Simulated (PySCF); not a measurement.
C₇H₉NOS.
SMILES with atom numbers: `[CH3:1][O:2][c:3]1[cH:4][cH:5][c:6]([CH:7]=[S:8])[n:9]1[CH3:10]` (hydrogens: H11, H12, H13 on C1; H14 on C4; H15 on C5; H16 on C7; H17, H18, H19 on C10)

Method: PBE0-D3(BJ)/def2-SVP geometry optimisation, gas phase (PySCF); density fitting, grid level 2; the optimiser is geomeTRIC in internal coordinates, started from a GFN2-xTB structure.

Step 0: E = -21750.0885 eV
```
atom  x, y, z in Å  |  force x, y, z in eV/Å
C1      2.3350   -0.2920    0.1913   -0.406  -0.176   0.043
O2      1.0032   -0.7430    0.3114   -0.576   0.583  -0.151
C3      0.0414    0.1708    0.0849    0.607  -0.624   0.164
C4      0.0952    1.5155   -0.2677    0.210   0.009  -0.001
C5     -1.2211    1.9445   -0.3564   -0.113  -0.425   0.111
C6     -2.0619    0.8618   -0.0593    0.227   0.398  -0.108
C7     -3.4630    0.9183   -0.0504   -0.459  -0.584   0.152
S8     -4.5660   -0.2581    0.2729   -0.389  -0.014   0.013
N9     -1.2409   -0.2206    0.2084    0.078  -0.229   0.051
C10    -1.6083   -1.5655    0.5662    0.202  -0.134   0.021
H11     2.5426    0.5155    0.8988    0.070   0.224   0.206
H12     2.9614   -1.1513    0.4216    0.236  -0.192   0.053
H13     2.5458    0.0543   -0.8244    0.058   0.093  -0.289
H14     0.9760    2.1016   -0.4359    0.521   0.287  -0.084
H15    -1.5560    2.9313   -0.6082   -0.245   0.560  -0.142
H16    -3.8577    1.9000   -0.2998    0.015   0.499  -0.127
H17    -1.1707   -2.2658   -0.1465    0.133  -0.218  -0.180
H18    -2.6917   -1.6565    0.5570   -0.273   0.036  -0.008
H19    -1.2276   -1.8016    1.5613    0.104  -0.092   0.276
```

Step 1: E = -21750.1525 eV
```
atom  x, y, z in Å  |  force x, y, z in eV/Å
C1      2.3281   -0.2876    0.1825    0.049   0.008   0.004
O2      0.9975   -0.7308    0.3095    0.164  -0.073   0.030
C3      0.0494    0.1683    0.0929   -0.149   0.023  -0.025
C4      0.1054    1.5198   -0.2591    0.041   0.035  -0.005
C5     -1.2265    1.9351   -0.3491    0.001   0.148  -0.038
C6     -2.0664    0.8512   -0.0563   -0.018  -0.137   0.036
C7     -3.4831    0.9130   -0.0563   -0.027   0.165  -0.043
S8     -4.6475   -0.2092    0.2453    0.036  -0.049   0.013
N9     -1.2340   -0.2373    0.2149    0.032   0.055  -0.010
C10    -1.5930   -1.5915    0.5779   -0.040   0.026  -0.005
H11     2.5458    0.5283    0.8935   -0.018  -0.026  -0.019
H12     2.9727   -1.1457    0.4094   -0.027   0.008  -0.005
H13     2.5368    0.0630   -0.8431   -0.026  -0.011   0.028
H14     1.0022    2.1115   -0.4249   -0.029  -0.014   0.001
H15    -1.5808    2.9340   -0.6055    0.003  -0.061   0.018
H16    -3.8156    1.9339   -0.3167    0.023  -0.072   0.020
H17    -1.1498   -2.3013   -0.1351   -0.005   0.000  -0.002
H18    -2.6869   -1.6682    0.5604   -0.006  -0.026   0.006
H19    -1.2185   -1.8274    1.5850   -0.003   0.002  -0.002
```

**Question.** Estimate the geometry and energy of step 2. (The exact step hangs on the optimiser's Hessian estimate; all steps are aligned on step 1, rigid shifts and turns removed.)

**Answer.** E = -21750.1436 eV, largest force 0.309 eV/Å
```
atom  x, y, z in Å  |  force x, y, z in eV/Å
C1      2.3301   -0.2931    0.1868   -0.005   0.012  -0.008
O2      0.9980   -0.7306    0.3105   -0.013  -0.001   0.011
C3      0.0491    0.1713    0.0898   -0.048   0.019  -0.018
C4      0.1063    1.5236   -0.2636    0.033   0.035  -0.002
C5     -1.2246    1.9449   -0.3532    0.036  -0.032   0.005
C6     -2.0651    0.8598   -0.0591    0.026   0.103  -0.030
C7     -3.4812    0.9175   -0.0557    0.116  -0.169   0.044
S8     -4.5865   -0.2592    0.2616   -0.280   0.128  -0.029
N9     -1.2353   -0.2293    0.2112   -0.027  -0.002   0.006
C10    -1.6034   -1.5816    0.5738    0.077  -0.059   0.011
H11     2.5486    0.5202    0.8987    0.002   0.000   0.000
H12     2.9685   -1.1552    0.4133   -0.002  -0.001  -0.002
H13     2.5389    0.0573   -0.8378    0.004   0.003   0.000
H14     1.0034    2.1130   -0.4300    0.007   0.002  -0.002
H15    -1.5787    2.9423   -0.6082   -0.002  -0.003   0.001
H16    -3.8409    1.9277   -0.3116    0.004  -0.032   0.009
H17    -1.1637   -2.2936   -0.1391    0.014   0.001  -0.002
H18    -2.6977   -1.6566    0.5571    0.049  -0.004   0.002
H19    -1.2299   -1.8194    1.5807    0.011   0.002   0.002
```

The energy changes by +0.0089 eV. The first-order estimate −F·Δx gives -0.0070 eV and the mean of the old and new forces, exact on a quadratic surface, +0.0094 eV. The step makes an angle of 79° with the force vector and moves no atom by more than 0.081 Å. The energy falls at the start of this step and ends higher, so the step passed the lowest point of its straight line.

What follows is the cost of the whole optimisation. On an Arm Neoverse V2 with one thread, on a shared host, this took 2.1 min of wall time and 0.88 GiB of memory at its peak.
